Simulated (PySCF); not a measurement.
C2H6N, SMILES CC[NH], multiplicity 2.

The structure is a stationary point at PBE-D3(BJ)/def2-TZVP. The isomer is the one that the SMILES or the coordinates give; other isomers of the formula were not compared. The values are those of a single conformer.

These are PBE-D3(BJ)/def2-TZVP in PySCF values and carry that method's errors.

No scaling factor is applied to the harmonic values.

```csv
mode,ν (cm⁻¹),IR (km/mol),moving atoms (share of kinetic energy)
1,204,13.7,"H 82 %, N 12 %"
2,313,45.1,H 95 %
3,410,12.7,"C 35 %, H 34 %, N 31 %"
4,694,5.1,"H 83 %, C 16 %"
5,881,0.6,"C 41 %, H 36 %, N 22 %"
6,972,1.2,"H 80 %, C 18 %"
7,997,24.3,"H 61 %, C 37 %"
8,1057,3.2,"C 40 %, H 32 %, N 28 %"
9,1204,21.5,"H 74 %, C 21 %"
10,1208,0.0,"H 81 %, C 19 %"
11,1332,10.0,"H 82 %, C 15 %"
12,1357,9.7,"H 86 %, C 13 %"
13,1379,7.2,"H 68 %, C 30 %"
14,1436,7.7,H 97 %
15,1447,5.8,H 96 %
16,2839,29.0,H 95 %
17,2848,23.7,"H 91 %, C 9 %"
18,2978,18.1,H 97 %
19,3051,20.0,"H 91 %, C 9 %"
20,3054,20.1,"H 91 %, C 9 %"
21,3286,12.3,H 93 %
```
